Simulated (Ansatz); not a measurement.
Basis sets compared for Be4O3⁺ (the lowest doublet isomer of a short search). Total charge 1; doublet. Geometry PBE0-D4/def2-SVP. Ansatz on 4 threads of Arm Neoverse V2 on a shared host; times are rough, and most runs start from earlier orbitals.

```xyz
7

Be   -1.1827   -0.1756    0.0864
Be    0.0320   -2.6544    0.6324
Be    1.1868   -0.1688   -0.0048
Be   -0.0214    1.7767   -0.4229
O     1.3377    1.2040   -0.3377
O    -1.3666    1.1961   -0.2338
O     0.0142   -1.1780    0.2803
```

The structure comes from a short search, and lower isomers may exist.

```
           level  functions  energy (Eh)  HOMO (eV)  LUMO (eV)  wall time
       HF/STO-3G         35    -279.5419     -13.10      -1.69     0.25 s
 PBE-D4/def2-SVP         78    -284.0873     -10.22      -8.26      1.1 s
PBE0-D4/def2-SVP         78    -284.0986     -11.21      -7.41      1.4 s
```

**Question.** Estimate the rows for HF/def2-TZVP, PBE-D4/def2-TZVP (with forces), PBE0-D4/def2-TZVP.

**Answer.** 
```tsv
level	functions	energy (Eh)	HOMO (eV)	LUMO (eV)	wall time
HF/def2-TZVP	169	-283.3350	-13.92	-4.56	1.1 s
PBE-D4/def2-TZVP (with forces)	169	-284.4420	-10.23	-8.16	2.3 s
PBE0-D4/def2-TZVP	169	-284.4569	-11.22	-7.31	2.8 s
```
